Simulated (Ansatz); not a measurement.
Start from `C[CH2][Al]([Cl])[Cl]` and change one atom or group to get `B[O][Al]([Cl])[Cl]`.

Ansatz, PBE0-D4/def2-TZVP geometries, multiplicity 1. Each molecule was computed in one conformer, which needn't be the lowest.

```csv
property,`C[CH2][Al]([Cl])[Cl]`
size of the dipole moment (PBE/def2-TZVPP) / D,2.10
size of the dipole moment (ωB97M-V/def2-TZVPP) / D,2.09
HOMO–LUMO gap (ωB97M-V/def2-TZVPP) / eV,11.28
HOMO–LUMO gap (PBE/def2-TZVPP) / eV,5.39
HOMO energy (ωB97M-V/def2-TZVPP) / eV,-10.50
HOMO energy (PBE0/def2-TZVPP) / eV,-8.31
```

Q: Give the same properties after the change, and the shifts. (An estimate is asked.)

A: Ansatz gave: 
| property | `B[O][Al]([Cl])[Cl]` | shift |
| --- | --- | --- |
| size of the dipole moment (PBE/def2-TZVPP) / D | 0.03 | -2.07 |
| size of the dipole moment (ωB97M-V/def2-TZVPP) / D | 0.10 | -1.99 |
| HOMO–LUMO gap (ωB97M-V/def2-TZVPP) / eV | 11.36 | 0.08 |
| HOMO–LUMO gap (PBE/def2-TZVPP) / eV | 4.99 | -0.40 |
| HOMO energy (ωB97M-V/def2-TZVPP) / eV | -10.73 | -0.23 |
| HOMO energy (PBE0/def2-TZVPP) / eV | -8.39 | -0.08 |

With PBE0 the HOMO falls by 0.08 eV and the LUMO falls by 0.19 eV, so the gap narrows by about 0.11 eV. PBE moves the HOMO by 0.09 eV and ωB97M-V by -0.23 eV. The zero-point energy changes by -102.9 kJ/mol with -9 modes. Dipoles are sizes alone; their direction can turn.
